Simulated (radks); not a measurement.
Numerical settings for neutral cadmium, [Kr] 4d10 5s2. All-electron calculation, Dirac Kohn-Sham, PBE, spin-unpolarised, spherical densities, finite nucleus; Fermi nuclear charge, rms radius 4.6087 fm. Program: a radial shooting solver on a logarithmic mesh with Libxc functionals. The defaults (mesh step 0.008 in ln r, mesh end at 40 bohr or more with all orbitals vanishing there, Anderson mixing 0.5 over 9 steps, residual threshold near 1e-9 with the energy settled to 1e-9 hartree or 1e-11 of itself, here a cap of 62 iterations) give E = -5595.9086 hartree and 5s1/2 at -5.660 eV in 14 iterations. Times are rough (one thread of a shared host). Changes against that run (0 stands for a change within the tolerance of the run):

setting	iterations	converged	E (mhartree)	e(5s1/2) (meV)	CPU (s)
mesh step in ln r 0.05	14	yes	+0.0753	0	0.04
mesh step in ln r 0.03	14	yes	+0.00249	0	0.06
mesh step in ln r 0.12	2	no	diverged	-	0.01
mesh end (bohr) 1	13	level above zero	+2.34e+05	+1.13e+06	0.1
mesh end (bohr) 12	14	yes	+0.0153	+1.68	0.15
residual threshold 0.1	10	yes	0	+0.863	0.13
residual threshold 1e-13	35	yes	0	0	0.27
mixing 0.2	18	yes	0	0	0.19
linear mixing, mixing 0.2	62	no	0	0	0.48
linear mixing, mixing 0.05	62	no	+0.123	-173	0.54
mixing history 2	23	yes	0	0	0.21
iteration cap 2	2	no	+125	-6.47e+03	0.03

Settled on a wrong energy, with an occupied level pushed above zero by the early mesh end: mesh end (bohr) 1 (+234 hartree). Apart from these: no run marked as converged misses the energy by more than 1 mhartree. A mesh that ends early acts as a hard wall.
